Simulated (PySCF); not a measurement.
Excitation energy of Ne²⁺ by level of theory

Ne²⁺ [He] 2s2 2p4 (3P) → Ne²⁺ [He] 2s1 2p5 (3P), as a difference of total energies. Calculation: PySCF 2.14, in aug-cc-pCVTZ-DK (7s6p4d2f, 59 functions); the spin-free X2C one-electron Hamiltonian (Gaussian nucleus). Correlated levels: valence: 1s2 frozen. The calculations carry no spin-orbit coupling.

```json
{"method": "UHF", "excitation energy (eV)": "26.701"}
{"method": "MP2 (valence)", "excitation energy (eV)": "25.730"}
{"method": "SCS-MP2 (valence)", "excitation energy (eV)": "25.635"}
{"method": "CCSD (valence)", "excitation energy (eV)": "25.529"}
{"method": "CCSD(T) (valence)", "excitation energy (eV)": "25.478"}
```

How much does correlation contribute at CCSD(T) (valence)?

25.478 − (26.701) = -1.223 eV, measured against UHF.
